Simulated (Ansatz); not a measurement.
Isolated molecules relaxed with PBE0-D4/def2-TZVP in Ansatz; ΔE leaves out vibrations. CBS: MP2 limit from def2 TZ/QZ plus the TZ coupled-cluster correction, frozen cores. This one scheme is used for every species. Functionals use def2-TZVPP. One conformer a species, not always the lowest.

`CB(O)SCO` + `C=CCl` → `OC/C=C/Cl` + `CB(O)S`  (formal exchange of groups at a C–S bond)

`CB(O)SCO`:

Z-matrix (Å, degrees):
```
C
B 1 1.569
H 1 1.092 2 110.3
H 1 1.096 2 110.1 3 -118.4
H 1 1.093 2 114.1 3 122.1
O 2 1.361 1 117.8 3 13.8
S 2 1.821 1 124.8 3 -167.3
H 6 0.961 2 114.5 1 178.5
C 7 1.823 2 103.6 1 2.6
O 9 1.392 7 114.3 2 91.5
H 9 1.090 7 106.0 2 -151.2
H 9 1.093 7 107.8 2 -34.7
H 10 0.961 9 108.7 7 -58.8
```

`C=CCl`:

Cartesian coordinates in Å:
```
C 0.155 0.276 0.667
C 0.001 -0.145 -0.575
Cl -1.289 -1.167 -1.077
H -0.532 0.002 1.457
H 0.992 0.919 0.911
H 0.672 0.115 -1.383
```

`OC/C=C/Cl`:

Cartesian coordinates in Å:
```
O -0.923 1.644 0.729
C -0.961 0.431 0.003
C 0.167 -0.476 0.365
C 1.046 -0.899 -0.529
Cl 2.365 -1.937 -0.155
H -0.069 2.055 0.573
H -1.916 -0.034 0.264
H -0.968 0.609 -1.081
H 0.259 -0.766 1.408
H 1.000 -0.628 -1.577
```

`CB(O)S`:

Z-matrix (Å, degrees):
```
C
B 1 1.565
H 1 1.094 2 110.8
H 1 1.094 2 111.3 3 118.3
H 1 1.091 2 111.4 3 -120.6
O 2 1.359 1 119.2 3 118.3
S 2 1.829 1 122.6 3 -61.5
H 6 0.961 2 115.1 1 -179.8
H 7 1.341 2 96.8 1 -0.2
```

Is it downhill or uphill in electronic energy at CCSD(T)/CBS, and by how much? (Best estimate.)

Computed: Downhill: ΔE = -0.16 eV.

What do these levels give: PBE-D4, ωB97M-V, r2SCAN, PBE0, HF/def2-TZVPP, SCS-MP2/def2-TZVPP, CCSD/def2-TZVPP, CCSD(T)/def2-TZVPP, HF/def2-QZVPP, SCS-MP2/def2-QZVPP, HF/CBS(def2), CCSD/CBS(def2)? (An estimate is asked.)

Computed: PBE-D4 -0.13, ωB97M-V -0.17, r2SCAN -0.16, PBE0 -0.19, HF/def2-TZVPP -0.29, SCS-MP2/def2-TZVPP -0.20, CCSD/def2-TZVPP -0.22, CCSD(T)/def2-TZVPP -0.19, HF/def2-QZVPP -0.28, SCS-MP2/def2-QZVPP -0.19, HF/CBS(def2) -0.28, CCSD/CBS(def2) -0.19 eV.

Largest T1 diagnostic among the species: 0.012.

From PBE to PBE0 (25 % exact exchange), in def2-TZVPP and without D4, ΔE moves by −0.04 eV. The D4 term adds +0.04 eV with B3LYP and +0.02 eV with PBE0; it sums over pairs of atoms, weighted by their polarisabilities, and B3LYP, whose exchange is more repulsive, gets the larger term. In def2-TZVPP, CCSD(T) changes the Hartree–Fock value by +0.09 eV (the triples alone add +0.03 eV) and MP2 by +0.10 eV.

B3LYP here is the variant with VWN-RPA as its local correlation; programs differ in this.
